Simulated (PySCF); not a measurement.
## C2H4F2Se: core ionisation energies

Compound: C2H4F2Se.
Bonds: F1–C2, C2–F3, C2–C4, C4–Se5. Hydrogens: H6 on C2; H7, H8 on C4; H9 on Se5.

Method: delta-SCF UKS SCAN, pcX-2 on the ionised atom, pcseg-1 elsewhere, spin-free X2C in PySCF 2.14.0. These are vertical core ionisation energies against the vacuum level, from separate self-consistent calculations with and without the core hole.

What binding energy does each computed site have?

```json
{"atom(s)": "C4", "bonded to": "C, Se and 2 H", "level": "C 1s", "binding energy (eV)": "291.85", "above the level's lowest (eV)": "0.00", "count": "1"}
{"atom(s)": "C2", "bonded to": "2 F, C and H", "level": "C 1s", "binding energy (eV)": "295.83", "above the level's lowest (eV)": "+3.98", "count": "1"}
{"atom(s)": "F1/F3", "bonded to": "C", "level": "F 1s", "binding energy (eV)": "693.28", "above the level's lowest (eV)": "0.00", "count": "2"}
```

The listed C 1s values span 3.98 eV, from C4 (bonded to C, Se and 2 H) to C2 (bonded to 2 F, C and H). Summing the Pauling electronegativity differences to the bonded atoms, each weighted by its formal bond order, gives -0.70 for the lowest site and +2.51 for the highest.

Which photon energy gives electrons from C 1s of C2 a kinetic energy of 100 eV, and what is their de Broglie wavelength?

hν = 295.83 + 100 = 395.83 eV, recoil neglected; λ = 12.264 Å/√(E/eV) = 1.23 Å.

Express the binding energy of C 1s of C2 in atomic units and per mole.

295.83 eV = 10.8716 Eh = 28543 kJ/mol.

One atom of each set of topologically equivalent atoms was ionised and stands for the set; in this conformer not all members are related by symmetry, and their own values weren't computed. No level of selenium is listed. One conformer (not necessarily the lowest) at the PBE0-D3(BJ)/def2-SVP geometry, without solvent, vibrations or thermal averaging.

Hardware: one thread of an Arm Neoverse V1, shared host. Cost: 17 s of wall time, 0.41 GiB resident at most.

The values belong to the conformer `[F:1][CH:2]([F:3])[CH2:4][SeH:5]`: F1–C2–C4–Se5 177°, H–Se5–C4–C2 62°.
